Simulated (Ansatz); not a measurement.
System: Sb₂, charge 0, singlet. Sb2 (SMILES [Sb]#[Sb]).
B3LYP-D3(BJ)/def2-TZVP minimum from Ansatz (a program for electronic structure):
```
Sb
Sb 1 2.4879
```

Total energies in hartree (Ansatz). Radicals and triplets start from unrestricted determinants; spin-orbit coupling is neglected. Cores are frozen in correlated methods (noble-gas shells, and filled d and f shells in the p block). Past Kr the def2 sets carry scalar-relativistic core potentials. Spin-orbit terms, left out, reach several kcal/mol for Br and I, and more for heavier atoms. The restricted determinant of Sb2 ([Sb]#[Sb], singlet) is unstable towards broken spin symmetry in at least one set run.

```csv
species,HF/def2-TZVPP,CCSD(T)/def2-TZVPP,HF/def2-QZVPP,CCSD(T)/def2-QZVPP,CCSDT(Q)/def2-QZVPP
1: Sb2 (SMILES [Sb]#[Sb]),-478.54146,-478.79577,-478.54411,-478.81569,-478.81878
2: Sb (quartet),-239.27727,-239.35269,-239.27798,-239.35812,-239.35874
```

**Question.** Work out the atomisation energy (electronic, to ground-state atoms) in kJ/mol: take Hartree-Fock from def2-QZVPP, extrapolate the CCSD(T) correlation energy as X^-3 (X = 3, 4), and add CCSDT(Q) - CCSD(T) in def2-QZVPP. 1 hartree = 2625.5 kJ/mol.

**Answer.** 
Species 1: correlation (64·(-0.27158) - 27·(-0.25431))/37 = -0.28418; step -0.00309; E1 = -478.54411 + (-0.28418) + (-0.00309) = -478.83138
Species 2: correlation (64·(-0.08014) - 27·(-0.07542))/37 = -0.08358; step -0.00062; E2 = -239.27798 + (-0.08358) + (-0.00062) = -239.36218
-1·E1 +2·E2 = 0.10702 hartree = 281.0 kJ/mol.
